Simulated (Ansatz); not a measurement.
A run for Ansatz (a quantum-chemistry and plane-wave program): U-B3LYP/cc-pVTZ on CH4GeO (SMILES C[O][GeH]), a point of a bond scan (R = 1.093 Å).

Ansatz 0.2 input:
```yaml
crystal:
  periodic: [false, false, false]
  atoms:
    - {symbol: Ge, position_ang: [-0.30918050, -0.44039023, 0.61326825]}
    - {symbol: H, position_ang: [-1.33900548, -0.76161549, -0.60195871]}
    - {symbol: O, position_ang: [0.73619976, 0.65343866, -0.33645061]}
    - {symbol: C, position_ang: [0.60186979, 1.03364415, -1.69533265]}
    - {symbol: H, position_ang: [0.49970308, 2.12003992, -1.75661339]}
    - {symbol: H, position_ang: [1.50211160, 0.74097812, -2.24155643]}
    - {symbol: H, position_ang: [-0.26984991, 0.56371050, -2.16085477]}
basis:
  gaussian:
    orbitals: cc-pVTZ
hamiltonian:
  xc: {name: B3LYP}
magnetization: {spin_polarized: true, initial_magnetization: 0}
```

The log:

```
WARN ansatz: RAYON_NUM_THREADS=1 ignored (pool sized by the plan → 1); use --threads N
Functional definition: B3LYP
integrals: 0.07 GiB planned
985 factors; their error is unknown
mean field: 0.90 GiB planned
mean field evaluation 1: about -59663.8086 eV, gradient 4.1e1 eV
mean field evaluation 2: about -59615.9481 eV, gradient 1.1e2 eV
mean field evaluation 4: about -59670.3401 eV, gradient 7.0e0 eV
mean field evaluation 8: about -59670.6929 eV, gradient 2.6e-1 eV
mean field evaluation 16: about -59670.6930 eV, gradient 1.7e-5 eV
mean field -59670.69301529 eV, -2192.8575220634 hartree, gradient 1.7e-5 eV, S^2 0.000000; 0 other end points of the search recorded, 0 dependent functions left out
reference -59670.69324538 eV, -2192.8575305190 hartree; 25, 25 occupied and 134, 134 virtual orbitals, 985 factors
Total energy: -59670.69324538 eV, -2192.8575305190 hartree
```

Self-consistency was reached.

Cost: about 6 core-seconds (a rough figure).
